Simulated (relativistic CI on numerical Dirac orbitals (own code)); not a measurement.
Radial parameters of Ag8+

Computed by Dirac-Coulomb-Breit CI, separate exchange-only KLI orbitals for each configuration, model QED, unscaled Slater integrals (own radial code, finite nucleus).

Slater integrals F^k, G^k are unscaled and averaged over j, outside the closed core [Ar] 3d10; ζ comes from projecting the Hamiltonian with its Breit term on Σ l·s of the shell.

- 4s2.4p6.4d3: F^2(4d,4d) = 96246, F^4(4d,4d) = 64545, ζ(4d) = 2778.6 cm⁻¹; <r>(4d) = 1.06, <r^2>(4d) = 1.289 (bohr units).
- 4s2.4p6.4d2.4f: F^2(4d,4d) = 96574, F^4(4d,4d) = 64758, ζ(4d) = 2845.6, F^2(4d,4f) = 79629, F^4(4d,4f) = 51248, G^1(4d,4f) = 95873, G^3(4d,4f) = 59766, G^5(4d,4f) = 42182, ζ(4f) = 4.7334 cm⁻¹; <r>(4d) = 1.056, <r^2>(4d) = 1.28, <r>(4f) = 1.375, <r^2>(4f) = 2.212 (bohr units).
- 4s2.4p5.4d4: ζ(4p) = 31132, F^2(4d,4d) = 96491, F^4(4d,4d) = 64715, F^2(4p,4d) = 102100, G^1(4p,4d) = 129570, G^3(4p,4d) = 80919, ζ(4d) = 2798.9 cm⁻¹; <r>(4p) = 0.9309, <r^2>(4p) = 0.9812, <r>(4d) = 1.057, <r^2>(4d) = 1.282 (bohr units).

Question: Give the Racah parameters of the d shell in 4s2.4p6.4d3.

Answer: B = F²/49 − 5F⁴/441 = 1232 cm⁻¹ and C = 35F⁴/441 = 5123 cm⁻¹.

Averages of the first 10 configurations, taken without configuration mixing, which lowers the lowest level and can move excited configurations by several eV; other configurations of the list can lie among them:

```json
{"Configuration": "4s2.4p6.4d3", "Parity": "even", "States": "120", "Average energy above the lowest level (eV)": "4.3"}
{"Configuration": "4s2.4p6.4d2.4f", "Parity": "odd", "States": "630", "Average energy above the lowest level (eV)": "65.2"}
{"Configuration": "4s2.4p5.4d4", "Parity": "odd", "States": "1260", "Average energy above the lowest level (eV)": "66.0"}
{"Configuration": "4s2.4p6.4d2.5s", "Parity": "even", "States": "90", "Average energy above the lowest level (eV)": "44.2"}
{"Configuration": "4s2.4p6.4d2.5p", "Parity": "odd", "States": "270", "Average energy above the lowest level (eV)": "57.2"}
{"Configuration": "4s.4p6.4d4", "Parity": "even", "States": "420", "Average energy above the lowest level (eV)": "110.6"}
{"Configuration": "4s2.4p6.4d.5s.5p", "Parity": "odd", "States": "120", "Average energy above the lowest level (eV)": "99.8"}
{"Configuration": "4s2.4p6.4d2.5d", "Parity": "even", "States": "450", "Average energy above the lowest level (eV)": "76.8"}
{"Configuration": "4s2.4p6.4d.4f.5s", "Parity": "odd", "States": "280", "Average energy above the lowest level (eV)": "106.9"}
{"Configuration": "4s2.4p6.4d2.6s", "Parity": "even", "States": "90", "Average energy above the lowest level (eV)": "88.3"}
```
